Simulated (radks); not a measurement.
Cd4+, configuration [Kr] 4d8 (the NIST ground configuration).

All-electron calculation, scalar-relativistic Kohn-Sham, SCAN, spin-polarised, spherical densities, finite nucleus; open shells are filled with parallel spins first (spin-orbit coupling, left out, can overturn this in heavy ions); meta-GGA in the generalised Kohn-Sham scheme; Fermi nuclear charge, rms radius 4.6087 fm. Program: a radial shooting solver on a logarithmic mesh with Libxc functionals.

Energy parts (hartree):
total: -5591.36398
kinetic: 5818.53940
electron-nucleus: -13430.92003
Hartree: 2174.57125
exchange-correlation: -153.55460

Orbitals (lengths in bohr, moments of r in powers of bohr):
| orbital | occ. | eigenvalue (hartree) | <1/r> |
|---|---|---|---|
| 1s up | 1 | -978.6764 | 50.63 |
| 1s down | 1 | -978.6759 | 50.63 |
| 2s up | 1 | -147.6189 | 11.54 |
| 2s down | 1 | -147.6003 | 11.54 |
| 2p up | 3 | -132.5342 | 11.11 |
| 2p down | 3 | -132.5189 | 11.11 |
| 3s up | 1 | -29.39653 | 4.077 |
| 3s down | 1 | -29.38859 | 4.076 |
| 3p up | 3 | -24.40475 | 3.877 |
| 3p down | 3 | -24.39447 | 3.876 |
| 3d up | 5 | -16.63185 | 3.643 |
| 3d down | 5 | -16.61338 | 3.642 |
| 4s up | 1 | -6.01922 | 1.575 |
| 4s down | 1 | -5.93392 | 1.578 |
| 4p up | 3 | -4.52977 | 1.432 |
| 4p down | 3 | -4.44265 | 1.434 |
| 4d up | 5 | -2.34707 | 1.152 |
| 4d down | 3 | -2.26353 | 1.148 |

The highest occupied level is 4d down at -61.594 eV. The electron density at the nucleus is 1.636e+05 e/bohr^3 (large components only). Summed over all electrons, <r^2> = 22.80 bohr^2, which gives a Langevin (diamagnetic) susceptibility term of -18.1 x 10^-6 cm^3/mol. For comparison, the ionisation energy in NIST's Atomic Spectra Database is 68 eV (theoretical). In exact Kohn-Sham theory the highest level is minus the ionisation energy, but local and semilocal functionals leave it too shallow, through self-interaction and a potential that decays too fast; potentials with the right tail come closer.
